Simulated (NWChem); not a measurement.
Species: ZnHSeF; SMILES [Zn]([SeH])[F]

```xyz
4

Zn    -0.0109     0.8633     0.0000
F     -0.0110     2.6084     0.0000
Se    -0.0299    -1.4098     0.0000
H      1.4427    -1.4411     0.0000
```
Atoms are numbered in this order, from 1.

Computed with NWChem. Geometry: optimised at PBE0/def2-SVP. Level MN15/def2-SVP: energy and gradient on several grids; changes count from the extra-fine grid, which is no exact limit either.

Question: Which is the coarsest grid (coarse; xcoarse; xfine; fine; medium) from which on the energy stays within 500 μHa and each gradient component within 500 μHa/bohr of xfine?

Answer: medium.
| grid | size of the energy change (μHa) | largest change of a gradient component (μHa/bohr) |
|---|---|---|
| xcoarse | 40000 | 9000 |
| coarse | 800 | 300 |
| medium | 10 | 200 |
| fine | < 10 | < 30 |
| xfine | < 10 | < 30 |
